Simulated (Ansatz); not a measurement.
Basis sets compared for Rb₃H₄⁻. The state is a singlet with charge -1. Geometry PBE0-D4/def2-TZVPD. Ansatz on 4 threads of AMD EPYC 9R45 on a shared host; times are rough, and most runs start from earlier orbitals.

| atom | x (Å) | y (Å) | z (Å) |
| --- | --- | --- | --- |
| Rb1 | 0.567 | 0.031 | 2.216 |
| Rb2 | -1.440 | -1.601 | -0.776 |
| Rb3 | 0.512 | 1.797 | -1.323 |
| H4 | -1.455 | 0.913 | 0.477 |
| H5 | -0.255 | -0.325 | -2.931 |
| H6 | 2.261 | 1.726 | 0.825 |
| H7 | -0.190 | -2.540 | 1.512 |

In the def2 sets Rb takes a core potential; there is no spin–orbit coupling. The structure comes from a short search, and lower isomers may exist.

| level | functions | energy (Eh) | HOMO (eV) | LUMO (eV) | wall time |
| --- | --- | --- | --- | --- | --- |
| PBE-D4/def2-SVPD | 113 | -74.6144 | -0.17 | 1.41 | 0.6 s |
| PBE0-D4/def2-SVPD | 113 | -74.6151 | -1.08 | 1.47 | 0.55 s |

Estimate the rows for PBE-D4/def2-TZVPD (with forces), PBE0-D4/def2-TZVPD.


| level | functions | energy (Eh) | HOMO (eV) | LUMO (eV) | wall time |
| --- | --- | --- | --- | --- | --- |
| PBE-D4/def2-TZVPD (with forces) | 135 | -74.6213 | -0.18 | 1.74 | 0.85 s |
| PBE0-D4/def2-TZVPD | 135 | -74.6216 | -1.09 | 1.99 | 0.7 s |
